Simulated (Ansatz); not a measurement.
O3W (SMILES [O]=[W](=[O])=[O]) moved off its minimum; all values from Ansatz (an electronic-structure program), cores frozen in correlated methods. Elements past Kr take the def2 small-core potentials, without spin–orbit coupling.
(charge 0, multiplicity 1)
```xyz
4

W      0.0511     0.1032     0.0519
O      1.1840    -0.7103    -0.9410
O     -0.7455    -1.1241     1.0544
O     -1.1486     0.8058    -0.9582
```

Forces at PBE/def2-TZVPP (eV/Å):

| atom | Fx | Fy | Fz |
|---|---|---|---|
| W1 | -0.666 | -0.601 | 2.384 |
| O2 | 0.578 | -0.557 | -0.804 |
| O3 | 0.627 | 0.995 | -0.954 |
| O4 | -0.540 | 0.163 | -0.626 |

Give the forces (eV/Å), the total energy and the dipole at CCSD(T)/def2-TZVPPD.


```json
[
 {"atom": "W1", "Fx": "-0.837", "Fy": "-0.855", "Fz": "2.233"},
 {"atom": "O2", "Fx": "0.870", "Fy": "-0.549", "Fz": "-0.853"},
 {"atom": "O3", "Fx": "0.613", "Fy": "0.974", "Fz": "-0.706"},
 {"atom": "O4", "Fx": "-0.646", "Fy": "0.430", "Fz": "-0.673"}
]
```
Energy -292.0938 hartree, dipole 5.63 D.

Doubts at one or more of the structures used: a restricted determinant that unrestricted orbitals would lower (CCSD(T)/def2-TZVPPD).
